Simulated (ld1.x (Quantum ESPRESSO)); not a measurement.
# Building the TM potential for calcium (PBEsol, non-relativistic).

calcium, norm-conserving Troullier–Martins (Kleinman–Bylander form), made with ld1.x (Quantum ESPRESSO) 7.5 (PBEsol, non-relativistic). Core [Ar], reference 3d0.5 4s1.5 4p0. Waves: 4s (bound): rc 2.85 bohr; 4p (bound, empty): rc 3.45 bohr; 3d (bound): rc 2.25 bohr. Local part: all-electron potential smoothed inside 2.95 bohr (lloc = -1). Core correction: a·sin(br)/r model core inside 2.25 bohr.

- Cutoffs needed: 30 Ry and 40 Ry (the cutoffs (Ry, on a coarse ladder) from which the occupation-weighted sum of valence levels, in a spherical-Bessel basis at the reference potential, stays within 10 and 1 mRy of its value at 400 Ry)
- Ghost test: no extra level below or beside the all-electron valence levels (s, p, d, f tested) (spherical-Bessel basis up to 400 Ry, 20 bohr box)
- Largest excitation error: -64 meV (all-electron minus pseudo) for 3d0 4s0 4p2, out of 7 test configurations
